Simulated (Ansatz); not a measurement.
C2H9NSi can be A, `CN(C)[SiH3]`, or B, `CC[SiH2]N`.

Isolated molecules relaxed with PBE0-D4/def2-TZVP in Ansatz; ΔE leaves out vibrations. CBS: MP2 limit from def2 TZ/QZ plus the TZ coupled-cluster correction, frozen cores. DFT in def2-TZVPP. B3LYP here is the variant with VWN-RPA as its local correlation; programs differ in this. One conformer a species, not always the lowest.

Which is lower in electronic energy at CCSD(T)/CBS, and by how much? (Estimate.)

The calculation gave: B, by 24.6 kcal/mol.

Give E(B) − E(A) in kcal/mol with BLYP-D4, CCSD/def2-TZVPP, r2SCAN-D4, PBE0-D4, B3LYP, ωB97M-V, B3LYP-D4. (An estimate is asked.)

Ansatz gave: BLYP-D4 -21.7, CCSD/def2-TZVPP -23.6, r2SCAN-D4 -24.4, PBE0-D4 -23.7, B3LYP -23.1, ωB97M-V -24.3, B3LYP-D4 -22.5. None reverses the order clearly.

Does the order hold for the free energy at 298.15 K (harmonic terms from PBE0-D4)? (An estimate is asked.)

The calculation gave: Yes: G(B) − G(A) = -24.2 kcal/mol, for one conformer each.

Largest T1 diagnostic: 0.010.

Leaving LDA and LC-ωPBE aside and taking each functional with its dispersion term where it has one, the values, not all of them listed here, spread over 3.0 kcal/mol, from r2SCAN0-D4 to BLYP-D4. LDA lies +1.4 kcal/mol from PBE without D4. At CCSD(T), def2-SVP lies +6.9 kcal/mol from the extrapolated value and def2-TZVPP +1.1 kcal/mol.
